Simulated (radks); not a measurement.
Effect of the nuclear size on the nickel ion Ni3+, [Ar] 3d7. All-electron calculation, Dirac Kohn-Sham, LDA (Slater exchange, Perdew-Wang correlation), spin-unpolarised, spherical densities, finite nucleus; open shells fill j = l - 1/2 first; Fermi nuclear charge, rms radius 3.7757 fm. Program: a radial shooting solver on a logarithmic mesh with Libxc functionals. The rms radius is varied about that value; shifts are against it.

rms radius (fm)  total energy shift (eV)  density at nucleus (e/bohr^3)  1s1/2 shift (meV)  2s1/2 shift (meV)  3s1/2 shift (meV)
3.1603                           -0.0471                      1.966e+04              -20.0              -1.87             -0.281
3.4321                           -0.0273                      1.958e+04              -11.6              -1.08             -0.163
3.7757                                 0                      1.949e+04              0.000              0.000              0.000
4.0589                            0.0244                      1.942e+04               10.4              0.964              0.145
4.2552                            0.0422                      1.938e+04               18.0               1.67              0.252

Slopes of the eigenvalues against <r^2> in GHz/fm^2, as finite differences over the two radii next to the reference (eigenvalue slopes, not the field-shift constants of lines): 1s1/2 1130, 2s1/2 105, 3s1/2 15.9.
